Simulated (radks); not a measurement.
The numbers below are computed, except where a source is named.
Pb31+, 51 electrons, occupied as [Ar] 3d10 4s2 4p5 4d10 4f6 (not the ground configuration). Code: a radial shooting solver on a logarithmic mesh with Libxc functionals. Model: Dirac Kohn-Sham, PBE, spin-unpolarised, spherical densities, point nucleus; open shells fill j = l - 1/2 first.

Normalised radial functions P(r) = r R(r) (large component), r in bohr:

| r | 4s1/2 | 4p1/2 | 4d3/2 |
|---|---|---|---|
| 0.0009966 | 0.2161 | 0.0291 | 0.0001 |
| 0.001124 | 0.2350 | 0.0328 | 0.0001 |
| 0.001267 | 0.2550 | 0.0370 | 0.0001 |
| 0.001429 | 0.2762 | 0.0419 | 0.0002 |
| 0.001624 | 0.3001 | 0.0478 | 0.0003 |
| 0.001831 | 0.3235 | 0.0543 | 0.0003 |
| 0.002064 | 0.3478 | 0.0618 | 0.0004 |
| 0.002327 | 0.3727 | 0.0705 | 0.0006 |
| 0.002624 | 0.3978 | 0.0806 | 0.0008 |
| 0.002958 | 0.4228 | 0.0923 | 0.0010 |
| 0.003362 | 0.4486 | 0.1068 | 0.0014 |
| 0.003791 | 0.4714 | 0.1226 | 0.0018 |
| 0.004274 | 0.4920 | 0.1410 | 0.0025 |
| 0.004819 | 0.5092 | 0.1622 | 0.0033 |
| 0.005434 | 0.5219 | 0.1866 | 0.0044 |
| 0.006176 | 0.5289 | 0.2167 | 0.0060 |
| 0.006963 | 0.5276 | 0.2491 | 0.0080 |
| 0.007851 | 0.5169 | 0.2859 | 0.0107 |
| 0.008852 | 0.4948 | 0.3273 | 0.0143 |
| 0.009981 | 0.4595 | 0.3734 | 0.0192 |
| 0.01134 | 0.4051 | 0.4277 | 0.0261 |
| 0.01279 | 0.3367 | 0.4829 | 0.0349 |
| 0.01442 | 0.2504 | 0.5414 | 0.0464 |
| 0.01626 | 0.1460 | 0.6015 | 0.0615 |
| 0.01833 | 0.0243 | 0.6610 | 0.0811 |
| 0.02083 | -0.1216 | 0.7202 | 0.1084 |
| 0.02349 | -0.2687 | 0.7670 | 0.1414 |
| 0.02649 | -0.4185 | 0.8000 | 0.1830 |
| 0.02986 | -0.5615 | 0.8126 | 0.2347 |
| 0.03367 | -0.6854 | 0.7975 | 0.2981 |
| 0.03796 | -0.7757 | 0.7471 | 0.3742 |
| 0.04315 | -0.8176 | 0.6465 | 0.4698 |
| 0.04865 | -0.7903 | 0.5028 | 0.5721 |
| 0.05485 | -0.6867 | 0.3097 | 0.6840 |
| 0.06185 | -0.5016 | 0.0709 | 0.8006 |
| 0.06973 | -0.2393 | -0.2026 | 0.9140 |
| 0.07925 | 0.1060 | -0.5107 | 1.0189 |
| 0.08936 | 0.4579 | -0.7849 | 1.0870 |
| 0.1007 | 0.7911 | -1.0085 | 1.1086 |
| 0.1136 | 1.0511 | -1.1424 | 1.0661 |
| 0.1281 | 1.1828 | -1.1498 | 0.9436 |
| 0.1456 | 1.1313 | -0.9895 | 0.7132 |
| 0.1641 | 0.8803 | -0.6749 | 0.4033 |
| 0.1851 | 0.4456 | -0.2217 | 0.0156 |
| 0.2086 | -0.1223 | 0.3221 | -0.4224 |
| 0.2352 | -0.7405 | 0.8854 | -0.8694 |
| 0.2674 | -1.3432 | 1.4161 | -1.3002 |
| 0.3015 | -1.7561 | 1.7687 | -1.6084 |
| 0.3399 | -1.9569 | 1.9304 | -1.7834 |
| 0.3832 | -1.9299 | 1.8901 | -1.8058 |
| 0.4321 | -1.7095 | 1.6777 | -1.6823 |
| 0.4872 | -1.3664 | 1.3537 | -1.4442 |
| 0.5537 | -0.9597 | 0.9671 | -1.1187 |
| 0.6243 | -0.6158 | 0.6345 | -0.8029 |
| 0.7039 | -0.3518 | 0.3728 | -0.5232 |
| 0.7936 | -0.1770 | 0.1940 | -0.3066 |
| 0.8948 | -0.0774 | 0.0883 | -0.1595 |
| 1.017 | -0.0269 | 0.0323 | -0.0685 |
| 1.147 | -0.0083 | 0.0105 | -0.0265 |
| 1.293 | -0.0021 | 0.0028 | -0.0087 |

4s1/2: eigenvalue -1864.6 eV, 3 radial nodes at r = 0.0187, 0.0763, 0.204 bohr, <r> = 0.369 bohr, 90 % of the charge inside 0.526 bohr. 4p1/2: eigenvalue -1742.2 eV, 2 radial nodes at r = 0.0639, 0.195 bohr, <r> = 0.368 bohr, 90 % of the charge inside 0.530 bohr. 4d3/2: eigenvalue -1408.4 eV, 1 radial node at r = 0.186 bohr, <r> = 0.390 bohr, 90 % of the charge inside 0.573 bohr.
